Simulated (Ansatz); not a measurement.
Basis-set extrapolation for CH₃NO₂Si, SMILES `N[SiH]1OC1=O` (PBE0-D4/def2-TZVP geometry, frozen core, Ansatz). Multiplicity 1, RHF reference.

```json
{"": "HF", "def2-TZVPP": "-532.865482", "def2-QZVPP": "-532.886208"}
{"": "MP2 correlation", "def2-TZVPP": "-0.940889", "def2-QZVPP": "-1.012420"}
{"": "CCSD(T) correlation", "def2-TZVPP": "-0.994571", "def2-QZVPP": "not run"}
```

Energies in hartree. Use E(X) = E(∞) + A·exp(−7.88·√X) for Hartree–Fock and E(X) = E(∞) + B·X^(−2.97) for correlation, with X = 3 and 4, and add CCSD(T) minus MP2 of the smaller set to the MP2 limit.

Problem. What is the CCSD(T) energy at the basis-set limit?

Solution. HF limit: -532.886208 + (-0.020726) × 0.13774 = -532.88906. MP2 limit: -1.012420 + (-0.071531) × 0.74074 = -1.06541. Higher-order term: -0.994571 − (-0.940889) = -0.05368. Total: -534.00815 hartree, 388.8 kJ/mol below CCSD(T)/def2-TZVPP.
